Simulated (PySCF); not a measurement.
Computed shifts of a molecule CH7NOSi3, PySCF with PBE0/pcSseg-1, GIAO, gas phase, atoms alike by connectivity averaged where their shifts nearly agree, in ppm (number of nuclei): ²⁹Si: -4.9 (1), -16.6 (1), -69.8 (1). ¹⁵N: 662.2 (1). ¹³C: 253.7 (1). ¹H: 5.99 (1), 5.83 (1), 5.49 (1), 4.57 (3), 3.09 (1). References: ¹⁷O against H2O (σ = 334.2 ppm); ²⁹Si against TMS (σ = 352.7 ppm); ¹⁵N against NH3 (σ = 267.4 ppm); ¹³C against TMS (σ = 186.3 ppm); ¹H against TMS (σ = 31.56 ppm), references at their B3LYP-D3(BJ)/def2-TZVP geometries, non-relativistic. Geometry optimised at TPSSh-D3(BJ)/def2-SVP. The values are those of a single conformer.

Q: Which molecule gave these data?
(A) [SiH3]OC1=N[SiH2][SiH2]1
(B) [SiH3]O[Si@@H]1C=N[SiH2]1
(C) [SiH3]O[Si@@H]1N=C[SiH2]1
(D) O[Si@H]1N=C([SiH3])[SiH2]1

A: D, O[Si@H]1N=C([SiH3])[SiH2]1
